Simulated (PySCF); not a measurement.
## Two-component Hartree-Fock for Bi⁴⁷⁺ (bismuth, charge +47)

Start: [Kr]. Calculated with PySCF 2.14 in an uncontracted even-tempered set (18 s from 2.8 bohr⁻², ratio 2.6; 16 p from 3.6 bohr⁻², ratio 2.6; 11 d from 3.6 bohr⁻², ratio 2.6; 5 f from 3.7 bohr⁻², ratio 2.8): generalised Hartree-Fock with the X2C-1e Hamiltonian and a Gaussian nucleus; spin-orbit coupling (SO) screened by Boettger's factors.

```tsv
spinor shell	electrons	ε, screened SO (eV)	weight of nominal j (screened SO)	rms radius, screened SO (bohr)
1s1/2	2	-93402.0	1.000	0.0178
2s1/2	2	-18894.1	1.000	0.0717
2p1/2	2	-18226.6	1.000	0.0606
2p3/2	4	-15898.5	1.000	0.0690
3s1/2	2	-6351.7	1.000	0.181
3p1/2	2	-6057.1	1.000	0.172
3p3/2	4	-5510.2	1.000	0.188
3d3/2	4	-5041.5	1.000	0.164
3d5/2	6	-4925.5	1.000	0.168
4s1/2	2	-2952.9	1.000	0.367
4p1/2	2	-2815.6	1.000	0.363
4p3/2	4	-2639.8	1.000	0.386
```

```json
{"quantity": "E (hartree)", "screened SO": "-20016.36693"}
{"quantity": "M_J", "screened SO": "0"}
{"quantity": "⟨J²⟩", "screened SO": "0.000"}
{"quantity": "⟨L²⟩", "screened SO": "0.133"}
{"quantity": "⟨S²⟩", "screened SO": "0.133"}
```

Breit and QED terms are absent; they matter most for the inner s and p1/2 levels.

Densities and radii are taken from the X2C orbitals without a picture-change correction, which distorts them close to the nucleus.
